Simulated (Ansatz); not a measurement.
Frontier orbitals of C₃H₉NSi (`CC(C)[Si]N`).

```xyz
14

C    -0.973    0.139   -0.801
C     0.435   -0.302   -0.438
C     1.444    0.831   -0.641
Si    0.741   -1.056    1.307
N    -0.816   -0.916    1.993
H    -1.023    0.512   -1.830
H    -1.697   -0.678   -0.721
H    -1.314    0.955   -0.155
H     0.729   -1.121   -1.114
H     1.210    1.688   -0.001
H     2.466    0.519   -0.403
H     1.438    1.188   -1.676
H    -1.637   -0.536    1.545
H    -1.004   -1.223    2.935
```

Charge 0, multiplicity 1. The geometry is a stationary point of PBE0-D4/def2-TZVP. It is one conformer, not always the lowest. Basis def2-TZVPP, Ansatz 0.2.0.

Orbital energies of one run (eV). Highest occupied ones, from the top: -6.83, -9.53, -9.72, -10.86, -11.03, -12.18, -12.76, -13.55, -14.07, -15.53, -15.70, -18.29, -21.36, -24.22. Empty: -0.14, 1.34, 1.93, 2.86, 2.99, 3.13.

(1) Which functional gave them?
A. LDA (SPW92)
B. BHLYP
C. LC-ωPBE
D. r2SCAN0

Results:

(1) B. HOMO energies: BHLYP -6.83, r2SCAN0 -5.98, LC-ωPBE -8.42, LDA (SPW92) -4.92 eV.

LC-ωPBE has ω = 0.4 bohr⁻¹.
